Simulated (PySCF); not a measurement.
**Stationary points of GaF(OH)**

Computed with PBE0/[Ga def2-TZVP, F def2-TZVP, O def2-TZVP, H def2-TZVP], no relativity, density fitting, PySCF.

Relaxations began from a few typed shapes; open shells are unrestricted. The search is not exhaustive: other isomers or separated fragments can lie lower, and high-lying points may rest on an excited occupation.

Question: Which is the lowest minimum found?
A. doublet Cs: Ga–F 1.759 Å, Ga–O 1.795 Å, O–H 0.961 Å; F–Ga–O 114.7°, Ga–O–H 113.7°
B. doublet Cs: Ga–F 1.769 Å, Ga–O 1.793 Å, O–H 0.964 Å; F–Ga–O 116.2°, Ga–O–H 110.8°

Answer: A. The others lie at 4.2 (doublet Cs) kJ/mol above it.
